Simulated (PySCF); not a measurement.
Diatomics of Pb with group 15

r²SCAN with double-zeta basis sets in PySCF, for the lowest determinant that a PBE0 search found; no spin–orbit coupling. De refers to high-spin ground-configuration atoms. A positive dipole means M(−)Pb(+).

| M | basis | state (unpaired electrons) | Re (Å) | ωe (cm⁻¹) | De (eV) | μ (D) |
| --- | --- | --- | --- | --- | --- | --- |
| N | aug-cc-pVDZ-PP/aug-cc-pVDZ | doublet (π ↑) | 2.091 | 546 | 2.13 | 3.75 |
| P | def2-SVP | doublet (π ↑) | 2.447 | 357 | 2.46 | 2.68 |
| Sb | def2-SVP | doublet (π ↑) | 2.726 | 182 | 2.12 | 1.96 |
| Bi | def2-SVP | doublet (π ↑) | 2.811 | 144 | 1.92 | 1.37 |

Task: The row for M = As is missing. Estimate Re, ωe and De as the mean of the rows for P and Sb, and compare with the calculation.

Result: The means are 2.587 Å, 270 cm⁻¹ and 2.29 eV. r²SCAN in def2-SVP gives AsPb as a doublet (π ↑) with Re = 2.533 Å, ωe = 241 cm⁻¹, De = 2.40 eV, so the estimate is off by +5.3 pm, +12 % and -0.11 eV.

The rows differ in basis set, which adds steps of its own.

⟨S²⟩ is raised (PbN 0.98), so spin contamination touches these numbers. Spin–orbit coupling is left out, which matters for elements this heavy, above all for dissociation energies. States were picked by a PBE0 search and need not be the measured ground states.
